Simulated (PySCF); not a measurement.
The multiplicity is imposed and other spin states were not computed.

# [Cd(OH)] (charge 0, multiplicity 2)

Level of theory: TPSSh-D3(BJ)/def2-TZVP // TPSS-D3(BJ)/def2-SVP (PySCF 2.14.0).

The highest occupied spin orbital comes out as -5.61 eV and the dipole moment is 2.34 D. The charge on the central atom (Mulliken) comes out as 0.42 e and the spin population on the central atom (Mulliken) comes out as 0.73. The total energy is -243.5280 Ha. The cost is roughly 80 core-seconds.

```xyz
3

Cd     0.0101     0.0034     0.0224
O      0.3045     1.9976     0.5101
H      0.6895     2.0258     1.4107
```
Charge 0, spin multiplicity 2.
